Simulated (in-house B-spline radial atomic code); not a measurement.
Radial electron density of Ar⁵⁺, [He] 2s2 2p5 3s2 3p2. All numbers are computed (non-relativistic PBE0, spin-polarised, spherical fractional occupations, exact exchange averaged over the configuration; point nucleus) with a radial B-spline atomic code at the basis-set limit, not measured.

Columns: r (bohr), 4πr²n(r) (electrons per bohr), bar.

```
 0.00319    0.442 #
  0.0038   0.6136 #
 0.00452   0.8459 ##
 0.00539    1.166 ##
 0.00643    1.598 ###
 0.00766     2.17 #####
 0.00913    2.923 ######
  0.0109     3.91 ########
   0.013    5.157 ###########
  0.0155    6.701 ##############
  0.0184    8.509 ##################
   0.022    10.69 #######################
  0.0262    13.05 ############################
  0.0312    15.48 #################################
  0.0372    17.78 ######################################
  0.0443    19.62 ##########################################
  0.0528    20.71 ############################################
   0.063    20.77 ############################################
   0.075    19.74 ##########################################
  0.0894    17.83 ######################################
   0.107    15.59 #################################
   0.127    13.97 ##############################
   0.151    13.54 #############################
    0.18    14.62 ###############################
   0.215    16.75 ###################################
   0.256    18.68 ########################################
   0.306    19.05 ########################################
   0.364     17.1 ####################################
   0.434    13.19 ############################
   0.517    8.797 ###################
   0.617    5.504 ############
   0.735    4.151 #########
   0.876     4.18 #########
    1.04     4.36 #########
    1.24    3.811 ########
    1.48     2.56 #####
    1.77    1.262 ###
    2.11    0.454 #
    2.51   0.1154 
    2.99  0.01892 
    3.57 0.001826 
    4.25 0.0001018
```

On this grid the curve has 3 maxima, near 0.063, 0.306, 1.04 bohr.

The 2p up radial function P(r) = rR(r), positive near the nucleus:

| r (bohr) | P |
| --- | --- |
| 0.00319 | 0.001886 |
| 0.00452 | 0.003742 |
| 0.00643 | 0.007443 |
| 0.00913 | 0.01465 |
| 0.013 | 0.02869 |
| 0.0184 | 0.0548 |
| 0.0262 | 0.1037 |
| 0.0372 | 0.19 |
| 0.0528 | 0.3349 |
| 0.075 | 0.5607 |
| 0.107 | 0.878 |
| 0.151 | 1.233 |
| 0.215 | 1.533 |
| 0.306 | 1.595 |
| 0.434 | 1.312 |
| 0.617 | 0.7866 |
| 0.876 | 0.3109 |
| 1.24 | 0.07115 |
| 1.77 | 0.00734 |
